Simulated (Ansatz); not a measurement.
Job for Ansatz (a quantum-chemistry and plane-wave program): R-B3LYP-D3(BJ)/def2-TZVP on BFH5N (a complex).

Ansatz 0.2 input:
```yaml
crystal:
  periodic: [false, false, false]
  atoms:
    - {symbol: B, position_ang: [-0.14528800, -0.38648295, 1.45700665]}
    - {symbol: F, position_ang: [0.91256647, 0.36980427, 0.97620689]}
    - {symbol: H, position_ang: [-1.20032260, 0.09520435, 1.18990307]}
    - {symbol: H, position_ang: [-0.00760707, -1.54690780, 1.23146970]}
    - {symbol: N, position_ang: [0.05016232, -0.20190334, 3.11436246]}
    - {symbol: H, position_ang: [0.01706030, 0.79454271, 3.30372042]}
    - {symbol: H, position_ang: [0.97144446, -0.55930942, 3.34490688]}
    - {symbol: H, position_ang: [-0.66995359, -0.69395797, 3.62912911]}
basis:
  gaussian:
    orbitals: def2-TZVP
hamiltonian:
  xc: b3lyp
  dispersion: d3bj
relax: {f_tol: 0.004, max_steps: 120}
scf: {lower_state_search: off}
```

Problem. Predict the final total energy.

Solution. -182.6117 hartree.

Problem. How many basis functions does it have, and what does it roughly cost on one machine?

Solution. 123 functions; roughly 6 core-seconds.
